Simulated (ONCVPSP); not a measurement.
Logarithmic derivatives: molybdenum, ONCV

ONCVPSP 4.0.1 input, shortened (lines: element, Z, core and valence counts, functional; n l f; lmax; l rc ep ncon nbas qcut; lloc lpopt rc5 dvloc0; l nproj debl; icmod fcfact rcfact), PBE, fully relativistic:

```
  Mo 42.00    6    5        4      upf
    1    0    2.00
    2    0    2.00
    2    1    6.00
    3    0    2.00
    3    1    6.00
    3    2   10.00
    4    0    2.00
    4    1    6.00
    4    2    5.00
    5    0    0.50
    5    1    0.50
    2
    0    1.55    0.00    3    6    9.40
    1    1.90    0.00    4    7    6.60
    2    1.90    0.00    5    9    9.70
    4    5    1.40    3.00
    0    2    1.60
    1    2    1.00
    2    1    3.20
    0    0.00    0.00
```

Open shells are filled in proportion to 2j + 1.

The phase is arctan(r·R′/R) of the radial function R(r), unwrapped; energies in Ha, scanned from -4 to 5 Ha. A pole is an energy at which the radial function vanishes at the test radius. The pseudo phase is shifted by a multiple of π to meet the all-electron one at the reference energy, and phase errors are pseudo minus all-electron; the curves can meet again beyond the range given. Levels narrower than the energy grid can be missing from the lists of poles.

Q: For each channel, where are the poles, and over which energies does the pseudopotential scatter like the atom?

A:

```json
{"channel": "s", "radius (bohr)": "1.57", "reference energy (Ha)": "-0.17", "poles, all-electron": "-1.47", "poles, pseudo": "-1.47", "unbroken range about the reference energy with phases within 0.05 rad": "the whole range", "phase error 1 Ha above the reference energy (rad)": "-0.000"}
{"channel": "p3/2", "radius (bohr)": "1.93", "reference energy (Ha)": "-0.05", "poles, all-electron": "-0.99", "poles, pseudo": "-0.99", "unbroken range about the reference energy with phases within 0.05 rad": "the whole range", "phase error 1 Ha above the reference energy (rad)": "-0.001"}
{"channel": "p1/2", "radius (bohr)": "1.93", "reference energy (Ha)": "-0.05", "poles, all-electron": "-1.12", "poles, pseudo": "-1.12", "unbroken range about the reference energy with phases within 0.05 rad": "the whole range", "phase error 1 Ha above the reference energy (rad)": "-0.001"}
{"channel": "d5/2", "radius (bohr)": "1.93", "reference energy (Ha)": "-0.16", "poles, all-electron": "0.78", "poles, pseudo": "0.78", "unbroken range about the reference energy with phases within 0.05 rad": "the whole range", "phase error 1 Ha above the reference energy (rad)": "-0.000"}
{"channel": "d3/2", "radius (bohr)": "1.93", "reference energy (Ha)": "-0.17", "poles, all-electron": "0.75", "poles, pseudo": "0.75", "unbroken range about the reference energy with phases within 0.05 rad": "the whole range", "phase error 1 Ha above the reference energy (rad)": "+0.000"}
```

Phases in the p1/2 channel:

| E (Ha) | all-electron | pseudo |
| --- | --- | --- |
| -3.98 | 1.294 | 1.294 |
| -3.74 | 1.276 | 1.276 |
| -3.50 | 1.253 | 1.253 |
| -3.26 | 1.224 | 1.224 |
| -3.02 | 1.185 | 1.185 |
| -2.78 | 1.128 | 1.128 |
| -2.54 | 1.038 | 1.037 |
| -2.30 | 0.866 | 0.866 |
| -2.06 | 0.447 | 0.447 |
| -1.82 | -0.520 | -0.520 |
| -1.58 | -1.195 | -1.195 |
| -1.34 | -1.453 | -1.453 |
| -1.10 | -1.581 | -1.581 |
| -0.86 | -1.664 | -1.665 |
| -0.62 | -1.730 | -1.730 |
| -0.38 | -1.789 | -1.789 |
| -0.14 | -1.849 | -1.849 |
| 0.10 | -1.919 | -1.919 |
| 0.34 | -2.005 | -2.005 |
| 0.58 | -2.123 | -2.124 |
| 0.82 | -2.299 | -2.300 |
| 1.06 | -2.577 | -2.579 |
| 1.30 | -3.000 | -3.004 |
| 1.54 | -3.489 | -3.495 |
| 1.78 | -3.870 | -3.876 |
| 2.02 | -4.112 | -4.117 |
| 2.26 | -4.264 | -4.269 |
| 2.50 | -4.365 | -4.370 |
| 2.74 | -4.437 | -4.441 |
| 2.98 | -4.490 | -4.495 |
| 3.22 | -4.532 | -4.536 |
| 3.46 | -4.565 | -4.570 |
| 3.70 | -4.593 | -4.598 |
| 3.94 | -4.617 | -4.622 |
| 4.18 | -4.637 | -4.644 |
| 4.42 | -4.656 | -4.663 |
| 4.66 | -4.673 | -4.680 |
| 4.90 | -4.688 | -4.697 |
